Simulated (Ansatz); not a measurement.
One geometry of WS₂⁺, several levels of theory.

```yaml
crystal:
  periodic: [false, false, false]
  atoms:
    - {symbol: W, position_ang: [-0.403706, -0.752909, 0.001372]}
    - {symbol: S, position_ang: [1.661119, -0.406088, -0.050528]}
    - {symbol: S, position_ang: [-1.257414, 1.158997, 0.049157]}
basis:
  gaussian: {orbitals: def2-TZVP, initial_orbitals: start.molden}
total_charge: 1
magnetization: {spin_polarized: true, initial_magnetization: 1}
hamiltonian: {xc: {text: "exchange = 0.65*pbe_x + 0.35*exact_x\ncorrelation = pbe_c"}}
scf: {omitted_lower_state_checks: [starts]}
output: {orbitals: {seedname: orbitals}}
```

The file start.molden holds the orbitals of an earlier run on this structure, at another level or in another basis.

```sh
$ ansatz run in.yaml --threads 4 --pin off --events-out ev --progress --plain --max-ram 3916MiB
```

Shortened log:

```
Functional definition: unnamed
979 factors; their error is unknown
mean field evaluation 1: about -23481.6758 eV, gradient 3.2e0 eV
mean field evaluation 2: about -23481.6944 eV, gradient 5.4e-2 eV
mean field evaluation 4: about -23481.7723 eV, gradient 3.0e-3 eV
mean field evaluation 8: about -23481.7723 eV, gradient 2.6e-5 eV
mean field -23481.77232209 eV, -862.9392163200 hartree, gradient 2.6e-5 eV, S^2 0.901209; 0 other end points of the search recorded, 0 dependent functions left out
reference -23481.77234511 eV, -862.9392171660 hartree; 23, 22 occupied and 91, 92 virtual orbitals, 979 factors
Total energy: -23481.77234511 eV, -862.9392171660 hartree
Checks for a lower state left out: starts
```

Run time 1.9 s (4 threads of Arm Neoverse V2 on a shared host).

First input, but with `hamiltonian: {xc: {text: "exchange = 0.95*pbe_x + 0.05*exact_x\ncorrelation = pbe_c"}}` (abridged; 1.6 s):

```
Functional definition: unnamed
mean field -23482.04432406 eV, -862.9492122077 hartree, gradient 1.8e-5 eV, S^2 0.792208
Total energy: -23482.04435829 eV, -862.9492134659 hartree
Checks for a lower state left out: starts
```

As the first input, with `hamiltonian: {xc: {name: wB97X-V}}` (abridged; 15 s):

```
Functional definition: wB97X-V
mean field -23484.60203849 eV, -863.0432064796 hartree, gradient 1.8e-5 eV, S^2 0.807829
Total energy: -23484.60203742 eV, -863.0432064402 hartree
Checks for a lower state left out: starts
```

First input, but with `hamiltonian: {xc: r2scan, dispersion: d4}` (abridged; 3.6 s):

```
Functional definition: r2SCAN
mean field -23489.45159986 eV, -863.2214245728 hartree, gradient 7.0e-5 eV, S^2 0.822264
Total energy: -23489.47076185 eV, -863.2221287627 hartree
Checks for a lower state left out: starts
```

The first input with `hamiltonian: {xc: {name: r2SCAN0}, dispersion: d4}` (abridged; 5.5 s):

```
Functional definition: r2SCAN0
mean field -23487.15095833 eV, -863.1368775561 hartree, gradient 1.6e-5 eV, S^2 0.939055
Total energy: -23487.17634862 eV, -863.1378106319 hartree
Checks for a lower state left out: starts
```

The first input with `gaussian: {orbitals: def2-SVP, initial_orbitals: start.molden}`, `hamiltonian: {xc: pbe, dispersion: d4}` (abridged; 0.9 s):

```
Functional definition: PBE
mean field -23474.28549500 eV, -862.6640804990 hartree, gradient 1.9e-5 eV, S^2 0.784846
Total energy: -23474.38817683 eV, -862.6678539866 hartree
Checks for a lower state left out: starts
```

The first input with `hamiltonian: {xc: {text: "exchange = 0.85*pbe_x + 0.15*exact_x\ncorrelation = pbe_c"}}` (abridged; 1.7 s):

```
Functional definition: unnamed
mean field -23481.91788829 eV, -862.9445657790 hartree, gradient 1.7e-5 eV, S^2 0.811667
Total energy: -23481.91791873 eV, -862.9445668976 hartree
Checks for a lower state left out: starts
```

Geometry: PBE-D4/def2-TZVP.

In the def2 sets W takes a core potential; there is no spin–orbit coupling. At PBE with 35 % exact exchange/def2-TZVP, r2SCAN0-D4/def2-TZVP the charge 1 doublet is spin-contaminated (final ⟨S²⟩ up to 0.94, 0.75 for a pure state). The structure comes from a short search, and lower isomers may exist.
